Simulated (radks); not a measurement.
Question: These are the eigenvalues of the occupied orbitals of an atom or ion with whole-number occupations (eV). All-electron calculation, scalar-relativistic Kohn-Sham, LDA (Slater exchange, Perdew-Wang correlation), spin-unpolarised, spherical densities, finite nucleus; Fermi nuclear charge, rms radius of each element as measured or else 0.836 A^(1/3) + 0.57 fm. Program: a radial shooting solver on a logarithmic mesh with Libxc functionals.

| orbital | eigenvalue |
|---|---|
| 1s | -15030.19 |
| 2s | -2025.668 |
| 2p | -1799.697 |
| 3s | -317.0441 |
| 3p | -244.5641 |
| 3d | -124.2365 |
| 4s | -50.5320 |
| 4p | -33.8941 |

Which element is it, and in what charge state? The configuration may be excited.

Answer: Z = 37, rubidium, charge +2: Rb2+ in [Ar] 3d10 4s2 4p5. The list shows which subshells hold electrons but not how many an open one holds; the 1s level, -552.35 hartree, gives Z - s = 33.2 by -(Z - s)^2/2, which with screening and relativity narrows Z to a few neighbours, and the depths of the outer levels then fix element, charge and occupations together.
